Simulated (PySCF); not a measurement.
Predicted microwave data (PBE0/def2-SVPD in PySCF (dipole) on a GFN2-xTB geometry, gas phase) for one isomer of C8H6FN:

| Property | Result |
| --- | --- |
| Rotational constants | A = 1606, B = 1162, C = 724.4 MHz |
| Dipole components | \|μa\| = 2.38 D, \|μb\| = 1.84 D, \|μc\| = 0.04 D |
| Inertial defect | -52.04 u·Å² |
| κ | -0.01 |

Task: Which candidate fits, each taken in the one conformer that was computed?
A. `CC1=C(F)C=CC(C#N)=C1` (4-fluoro-3-methylbenzonitrile)
B. 6-fluoroindole, `FC1=CC=C2C=CNC2=C1`
C. `Fc1ccn2ccccc12`
D. `N#CC1=C[C@@H]2C=C[C@H]1[C@H]2F`
E. `C#Cc1ccc(N)c(F)c1`
F. `[CH:1]#[C:2]/[C:3](=[CH:4]/[C:5]#[N:6])[CH2:7][C:8](=[CH2:9])[F:10]` with C2–C3–C7–C8 81°, C3–C7–C8–C9 94°

Result: F. It is C#C/C(=C/C#N)CC(=C)F, an asymmetric top, point group C1. The candidates at the same level (rigid rotor, commonest isotopes):

| SMILES | A (MHz) | B (MHz) | C (MHz) | μa (D) | μb (D) | μc (D) | Δ (u·Å²) | point group | rotor |
| --- | --- | --- | --- | --- | --- | --- | --- | --- | --- |
| Fc1ccn2ccccc12 | 2739 | 1286 | 875.1 | 2.14 | 1.61 | 0.00 | 0.00 | Cs | asymmetric top |
| Cc1cc(C#N)ccc1F | 3012 | 891.2 | 690.6 | 3.61 | 0.03 | 0.02 | -3.12 | – | asymmetric top |
| C#Cc1ccc(N)c(F)c1 | 3048 | 897.9 | 693.9 | 1.72 | 1.66 | 0.67 | -0.32 | near Cs | asymmetric top |
| N#CC1=C[C@@H]2C=C[C@H]1[C@H]2F | 2989 | 1018 | 979.9 | 2.88 | 1.77 | 0.84 | -149.74 | C1 | near-prolate asymmetric top |
| C#C/C(=C/C#N)CC(=C)F | 1606 | 1162 | 724.4 | 2.38 | 1.84 | 0.04 | -52.04 | C1 | asymmetric top |
| Fc1ccc2cc[nH]c2c1 | 3507 | 1040 | 802.2 | 2.77 | 1.28 | 0.00 | 0.00 | Cs | asymmetric top |

`Fc1ccn2ccccc12` has A 70 % too high; `Fc1ccc2cc[nH]c2c1` has A 118 % too high; `N#CC1=C[C@@H]2C=C[C@H]1[C@H]2F` has A 86 % too high; `C#Cc1ccc(N)c(F)c1` has A 90 % too high; `Cc1cc(C#N)ccc1F` has A 87 % too high. No structure here is proved a minimum.
